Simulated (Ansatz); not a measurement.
Consider the ligand exchange at the In–C bond: `N#[C][In]([Cl])[Cl]` + HBr → `[Cl][In]([Cl])[Br]` + `C#N`.

Gas-phase electronic energies from Ansatz, PBE0-D4/def2-TZVP geometries. CCSD(T)/CBS adds triple-zeta CCSD(T) − MP2 to the extrapolated MP2 energy (def2 sets, frozen cores). This one scheme is used for every species. Functionals use def2-TZVPP. HSE06 is defined as in plane-wave codes. def2 core potentials past Kr. For Br, In outer-core shells are correlated without core-valence functions, which leaves a few kJ/mol of doubt a bond. Scalar relativity is left out up to krypton.

```json
{"level": "r2SCAN-D4", "ΔE (eV)": "-1.10"}
{"level": "HSE06-D4", "ΔE (eV)": "-1.09"}
{"level": "ωB97M-V", "ΔE (eV)": "-1.04"}
{"level": "PBE0", "ΔE (eV)": "-1.08"}
{"level": "r2SCAN0", "ΔE (eV)": "-1.11"}
{"level": "BHLYP", "ΔE (eV)": "-1.12"}
{"level": "CCSD/def2-TZVPP", "ΔE (eV)": "-0.98"}
{"level": "HF/def2-QZVPP", "ΔE (eV)": "-1.15"}
```

Q: What does CCSD(T)/CBS give? (Estimate.)

A: The calculation gave: -1.07 eV. The listed levels differ from it by -0.03, -0.02, 0.03, -0.01, -0.04, -0.05, 0.09, -0.08 eV.

Largest T1 diagnostic among the species: 0.014.

At CCSD(T), def2-SVP lies +0.06 eV from the extrapolated value and def2-TZVPP +0.11 eV. Leaving LDA and LC-ωPBE aside and taking each functional with its dispersion term where it has one, the values, not all of them listed here, spread over 0.11 eV, from BHLYP-D4 to ωB97X-V. In def2-TZVPP, CCSD(T) changes the Hartree–Fock value by +0.19 eV (the triples alone add +0.02 eV) and MP2 by +0.15 eV.
